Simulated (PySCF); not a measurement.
A structure optimised at ωB97X-D3(BJ)/def2-SVP, used in a PySCF frequency run:

```xyz
9

O      1.1898     1.6121     0.2427
C      1.5179     0.5786     0.7660
O      0.7874    -0.5378     0.7649
Si    -0.7102    -0.6434    -0.0449
O     -1.5065     0.7778     0.0235
F     -0.3337    -1.0603    -1.5585
H      2.4710     0.4398     1.3153
H     -1.4731    -1.7242     0.5846
H     -0.9250     1.5460    -0.0897
```
Charge 0, spin multiplicity 1.

Write its SMILES and formula.

O=CO[Si@@H](O)F, CH3FO3Si

What are its rotational constants (standard atomic weights)?

4.6186, 2.3570, 2.0353 GHz
